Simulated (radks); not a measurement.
Values are calculated unless marked as measured or tabulated.
Task: These are the eigenvalues of the occupied orbitals of an atom or ion with whole-number occupations (hartree). Code: a radial shooting solver on a logarithmic mesh with Libxc functionals. Model: scalar-relativistic Kohn-Sham, r2SCAN, spin-unpolarised, spherical densities, finite nucleus; meta-GGA in the generalised Kohn-Sham scheme; Fermi nuclear charge, rms radius of each element as measured or else 0.836 A^(1/3) + 0.57 fm.

1s: -849.7432
2s: -124.8502
2p: -111.9317
3s: -23.63418
3p: -19.34974
3d: -12.51833
4s: -4.44323
4p: -3.21991
4d: -1.45384

Which element is it, and in what charge state? The configuration may be excited.

Result: Z = 45, rhodium, charge +3: Rh3+ in [Kr] 4d6. The list shows which subshells hold electrons but not how many an open one holds; the 1s level, -849.74 hartree, gives Z - s = 41.2 by -(Z - s)^2/2, which with screening and relativity narrows Z to a few neighbours, and the depths of the outer levels then fix element, charge and occupations together.
